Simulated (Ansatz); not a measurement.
Relaxation of Cl2H7HfNO2Si (14 atoms, charge 0, multiplicity 1), to a largest force component of 0.03 eV/Å in at most 50 steps.

Method: RHF/def2-SVP in Ansatz.

```xyz
14
Properties=species:S:1:pos:R:3:forces:R:3
Hf -0.103 -0.089 0.337 0.04 0.35 1.81
O -0.051 0.308 2.306 -0.12 -0.47 -1.80
H -0.312 0.056 3.175 0.00 0.00 0.04
Cl 2.050 -0.640 -0.554 -0.01 0.00 -0.01
Cl -1.255 1.595 -0.916 0.00 -0.01 0.00
O -1.157 -1.681 0.149 0.01 0.02 0.01
Si -2.073 -3.064 0.093 0.00 0.01 0.02
H -2.128 -3.651 1.450 0.00 0.00 -0.01
H -3.441 -2.728 -0.353 0.00 0.01 -0.01
H -1.460 -4.027 -0.842 0.01 0.00 -0.01
N 1.678 2.673 1.245 -0.48 -0.60 0.69
H 2.409 2.183 0.766 -0.01 -0.01 0.00
H 1.035 3.106 0.610 0.00 0.00 0.01
H 1.210 2.094 1.951 0.55 0.70 -0.74
```

**Question.** Where does it end, and by what steps?

**Answer.** The forces met the threshold. After 12 steps the energy has fallen by 0.162 eV; H14 moved furthest, 0.53 Å.

```json
{"step": "0", "energy less start (eV)": "0.0000", "largest force component (eV/Å)": "1.807", "accepted": "yes"}
{"step": "1", "energy less start (eV)": "-0.0970", "largest force component (eV/Å)": "0.684", "accepted": "yes"}
{"step": "2", "energy less start (eV)": "-0.1143", "largest force component (eV/Å)": "0.448", "accepted": "yes"}
{"step": "3", "energy less start (eV)": "-0.1117", "largest force component (eV/Å)": "0.763", "accepted": "no"}
{"step": "4", "energy less start (eV)": "-0.1355", "largest force component (eV/Å)": "0.192", "accepted": "yes"}
{"step": "5", "energy less start (eV)": "-0.1466", "largest force component (eV/Å)": "0.249", "accepted": "yes"}
{"step": "6", "energy less start (eV)": "-0.1563", "largest force component (eV/Å)": "0.618", "accepted": "yes"}
{"step": "7", "energy less start (eV)": "-0.1145", "largest force component (eV/Å)": "2.186", "accepted": "no"}
{"step": "8", "energy less start (eV)": "-0.1605", "largest force component (eV/Å)": "0.153", "accepted": "yes"}
{"step": "9", "energy less start (eV)": "-0.1613", "largest force component (eV/Å)": "0.045", "accepted": "yes"}
{"step": "10", "energy less start (eV)": "-0.1618", "largest force component (eV/Å)": "0.071", "accepted": "yes"}
{"step": "11", "energy less start (eV)": "-0.1619", "largest force component (eV/Å)": "0.066", "accepted": "yes"}
{"step": "12", "energy less start (eV)": "-0.1620", "largest force component (eV/Å)": "0.010", "accepted": "yes"}
```

```xyz
14
Properties=species:S:1:pos:R:3
Hf -0.212 -0.240 0.474
O -0.168 0.133 2.347
H -0.202 0.233 3.281
Cl 1.994 -0.679 -0.355
Cl -1.287 1.540 -0.720
O -1.259 -1.834 0.194
Si -2.163 -3.209 0.000
H -2.280 -3.903 1.301
H -3.510 -2.845 -0.487
H -1.503 -4.098 -0.978
N 1.881 2.966 1.155
H 2.482 2.311 0.689
H 1.132 3.226 0.538
H 1.498 2.536 1.977
```

Whether the end is a true minimum wasn't checked by a vibrational analysis.

Time of the run: 41 s on 4 threads of Arm Neoverse V1, on a shared host, peak memory 0.52 GiB.
